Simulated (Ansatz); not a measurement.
Steps of a relaxation of CH6BNOSi, SMILES `B[Si]1(O)CN1` with RKS PBE0-D4/def2-TZVP.

```sh
$ ansatz run in.yaml --threads 4 --pin off --events-out ev --progress --plain --max-ram 10444MiB
```

```yaml
crystal:
  periodic: [false, false, false]
  atoms:
    - {symbol: B, position_ang: [-0.708691, 1.690268, 1.012121]}
    - {symbol: Si, position_ang: [0.374321, 0.342910, 0.110582]}
    - {symbol: O, position_ang: [1.678701, 0.884999, -0.804545]}
    - {symbol: C, position_ang: [-0.600032, -1.164925, -0.541276]}
    - {symbol: N, position_ang: [0.312314, -1.362149, 0.604970]}
    - {symbol: H, position_ang: [-1.444717, 1.338400, 1.910419]}
    - {symbol: H, position_ang: [-0.770933, 2.827212, 0.590963]}
    - {symbol: H, position_ang: [2.081706, 0.234888, -1.406875]}
    - {symbol: H, position_ang: [-1.673643, -1.331701, -0.332725]}
    - {symbol: H, position_ang: [-0.295795, -1.535382, -1.543747]}
    - {symbol: H, position_ang: [1.112169, -1.981521, 0.420713]}
basis:
  gaussian: {orbitals: def2-TZVP}
hamiltonian: {xc: pbe0, dispersion: d4}
relax: {f_tol: 0.005, max_steps: 150}
```

Positions (Å) and forces (eV/Å) along the path, 12 of 17 steps:

```xyz
11
step=1 energy=-13218.0046 eV
B    -0.709    1.690    1.012   -0.300    0.357    0.203
Si    0.374    0.343    0.111    0.433   -1.112   -0.781
O     1.679    0.885   -0.805   -0.495   -0.743    0.186
C    -0.600   -1.165   -0.541   -0.167    0.367   -0.261
N     0.312   -1.362    0.605    0.534    0.357   -0.299
H    -1.445    1.338    1.910    0.299    0.135   -0.350
H    -0.771    2.827    0.591    0.023   -0.440    0.189
H     2.082    0.235   -1.407   -0.321    0.473    0.458
H    -1.674   -1.332   -0.333    0.651    0.024   -0.068
H    -0.296   -1.535   -1.544   -0.115    0.190    0.601
H     1.112   -1.982    0.421   -0.542    0.393    0.123
11
step=3 energy=-13218.1127 eV
B    -0.695    1.690    1.009    0.008    0.037    0.001
Si    0.334    0.318    0.057   -0.031   -0.070    0.008
O     1.626    0.868   -0.799   -0.016    0.029    0.017
C    -0.593   -1.158   -0.568   -0.082    0.081   -0.128
N     0.299   -1.325    0.606    0.125    0.076    0.076
H    -1.395    1.343    1.907   -0.032   -0.006    0.053
H    -0.742    2.821    0.636    0.006    0.046   -0.003
H     2.045    0.241   -1.390    0.074    0.009   -0.057
H    -1.643   -1.352   -0.376   -0.047   -0.070    0.015
H    -0.255   -1.560   -1.523    0.012   -0.035   -0.028
H     1.085   -1.944    0.461   -0.015   -0.098    0.046
11
step=4 energy=-13218.1077 eV rejected
B    -0.679    1.703    1.016   -0.100    0.061   -0.054
Si    0.300    0.325    0.016    0.170   -0.140    0.099
O     1.605    0.880   -0.823   -0.187    0.079    0.065
C    -0.603   -1.167   -0.594    0.131    0.001    0.365
N     0.284   -1.292    0.619   -0.114    0.058   -0.417
H    -1.371    1.339    1.915   -0.005    0.032    0.062
H    -0.708    2.843    0.673    0.004    0.081    0.032
H     2.059    0.257   -1.390    0.078   -0.056   -0.075
H    -1.631   -1.440   -0.391   -0.164    0.095   -0.115
H    -0.234   -1.558   -1.541    0.062   -0.131   -0.019
H     1.043   -1.947    0.519    0.124   -0.078    0.057
11
step=5 energy=-13218.1202 eV
B    -0.695    1.700    1.008    0.057    0.034    0.057
Si    0.318    0.316    0.039   -0.017   -0.050    0.006
O     1.611    0.879   -0.809   -0.035    0.020   -0.001
C    -0.598   -1.166   -0.583    0.036   -0.015    0.051
N     0.294   -1.315    0.608    0.018    0.038   -0.090
H    -1.381    1.355    1.921   -0.028    0.002    0.004
H    -0.721    2.840    0.659   -0.013    0.011   -0.022
H     2.054    0.261   -1.392    0.034    0.017   -0.017
H    -1.642   -1.393   -0.392   -0.041   -0.001   -0.018
H    -0.241   -1.579   -1.528    0.004   -0.022   -0.019
H     1.066   -1.956    0.489   -0.015   -0.033    0.050
11
step=6 energy=-13218.1214 eV
B    -0.669    1.714    1.029   -0.154   -0.048   -0.118
Si    0.296    0.311    0.019    0.048    0.018    0.086
O     1.585    0.898   -0.820    0.001   -0.030   -0.048
C    -0.599   -1.182   -0.601    0.080   -0.061    0.139
N     0.283   -1.307    0.608    0.010   -0.057   -0.185
H    -1.369    1.373    1.935    0.061    0.026    0.031
H    -0.701    2.853    0.673    0.059    0.003    0.036
H     2.058    0.295   -1.398   -0.025    0.042    0.033
H    -1.642   -1.431   -0.421    0.001    0.039   -0.022
H    -0.219   -1.610   -1.532   -0.014    0.020    0.001
H     1.042   -1.972    0.528   -0.067    0.049    0.047
11
step=8 energy=-13218.1267 eV
B    -0.680    1.711    1.021    0.006    0.000    0.016
Si    0.296    0.304    0.028    0.001    0.010   -0.014
O     1.571    0.911   -0.817    0.009   -0.003   -0.013
C    -0.592   -1.193   -0.602   -0.019   -0.015    0.005
N     0.286   -1.317    0.595    0.038   -0.023   -0.007
H    -1.360    1.397    1.950    0.001   -0.002   -0.002
H    -0.683    2.849    0.662   -0.001   -0.010   -0.007
H     2.052    0.323   -1.402   -0.015    0.005    0.019
H    -1.637   -1.438   -0.427    0.002    0.010   -0.016
H    -0.217   -1.604   -1.542    0.001    0.005    0.009
H     1.029   -2.000    0.555   -0.023    0.022    0.011
11
step=9 energy=-13218.1269 eV
B    -0.679    1.709    1.023    0.004    0.008    0.000
Si    0.294    0.304    0.026    0.007   -0.006   -0.005
O     1.569    0.912   -0.819    0.000    0.007   -0.002
C    -0.592   -1.194   -0.603    0.008    0.002    0.001
N     0.286   -1.315    0.595   -0.002   -0.007   -0.009
H    -1.357    1.397    1.954    0.003    0.000    0.000
H    -0.681    2.846    0.660   -0.006   -0.001    0.002
H     2.050    0.324   -1.403   -0.006   -0.004    0.007
H    -1.638   -1.437   -0.433    0.005   -0.003    0.004
H    -0.214   -1.604   -1.542    0.000    0.000    0.004
H     1.027   -2.000    0.562   -0.013    0.004    0.000
11
step=11 energy=-13218.1270 eV
B    -0.678    1.710    1.023    0.001    0.005    0.000
Si    0.293    0.305    0.025    0.010    0.000    0.002
O     1.568    0.913   -0.820   -0.002    0.003    0.001
C    -0.591   -1.194   -0.604   -0.002   -0.006   -0.007
N     0.285   -1.315    0.594    0.006    0.005    0.001
H    -1.351    1.399    1.958    0.000   -0.001    0.002
H    -0.686    2.846    0.658   -0.004    0.000    0.000
H     2.050    0.322   -1.400   -0.001   -0.004    0.002
H    -1.637   -1.439   -0.435   -0.004   -0.001    0.004
H    -0.212   -1.603   -1.543    0.003   -0.003   -0.006
H     1.024   -2.001    0.564   -0.006    0.000   -0.001
11
step=12 energy=-13218.1270 eV
B    -0.678    1.710    1.023   -0.001   -0.005    0.000
Si    0.295    0.304    0.026    0.012    0.004    0.006
O     1.572    0.913   -0.816   -0.018   -0.003    0.006
C    -0.592   -1.193   -0.606   -0.005    0.005   -0.006
N     0.284   -1.315    0.593    0.013    0.003   -0.002
H    -1.335    1.403    1.971   -0.001   -0.005    0.003
H    -0.705    2.842    0.645    0.003    0.006   -0.005
H     2.053    0.321   -1.397    0.005   -0.004   -0.002
H    -1.638   -1.436   -0.437   -0.003   -0.001    0.000
H    -0.213   -1.602   -1.545    0.002   -0.004   -0.002
H     1.021   -2.004    0.564   -0.007    0.003    0.001
11
step=14 energy=-13218.1270 eV
B    -0.678    1.710    1.023    0.003   -0.002    0.002
Si    0.296    0.305    0.026    0.002    0.000   -0.001
O     1.571    0.914   -0.817    0.000    0.001   -0.004
C    -0.592   -1.192   -0.606   -0.003    0.003    0.000
N     0.287   -1.315    0.591   -0.005   -0.003   -0.001
H    -1.336    1.402    1.970   -0.001    0.001    0.000
H    -0.706    2.842    0.644   -0.001   -0.001   -0.001
H     2.055    0.321   -1.394    0.002    0.001    0.001
H    -1.638   -1.435   -0.434   -0.002   -0.001   -0.001
H    -0.215   -1.600   -1.546    0.001    0.000    0.001
H     1.020   -2.007    0.563    0.004    0.002    0.003
11
step=16 energy=-13218.1271 eV
B    -0.678    1.709    1.023    0.001   -0.001   -0.002
Si    0.297    0.305    0.026    0.005   -0.002   -0.005
O     1.571    0.915   -0.818   -0.004   -0.002    0.002
C    -0.593   -1.191   -0.606    0.009   -0.001   -0.005
N     0.287   -1.315    0.590   -0.001    0.003   -0.001
H    -1.333    1.402    1.971    0.000    0.000    0.001
H    -0.708    2.840    0.642    0.000   -0.001    0.000
H     2.060    0.322   -1.391   -0.004    0.000    0.004
H    -1.639   -1.436   -0.434   -0.004    0.001    0.002
H    -0.217   -1.600   -1.546    0.000    0.003    0.005
H     1.020   -2.008    0.563    0.000    0.000   -0.001
11
step=17 energy=-13218.1271 eV
B    -0.678    1.709    1.023    0.001    0.002    0.000
Si    0.296    0.305    0.026   -0.001    0.000   -0.001
O     1.570    0.914   -0.818   -0.001    0.000    0.000
C    -0.593   -1.191   -0.606    0.002    0.000   -0.001
N     0.287   -1.315    0.590    0.000   -0.001    0.001
H    -1.332    1.402    1.973    0.000    0.000   -0.001
H    -0.708    2.840    0.642   -0.001    0.000    0.000
H     2.058    0.321   -1.391   -0.001    0.000    0.001
H    -1.639   -1.436   -0.435    0.000    0.000    0.000
H    -0.216   -1.600   -1.546   -0.001    0.000    0.001
H     1.019   -2.007    0.564    0.000   -0.001   -0.001
```

Hardware: 4 threads of an Arm Neoverse V2 on a shared host. Wall time 46 s, peak host memory 0.48 GiB.
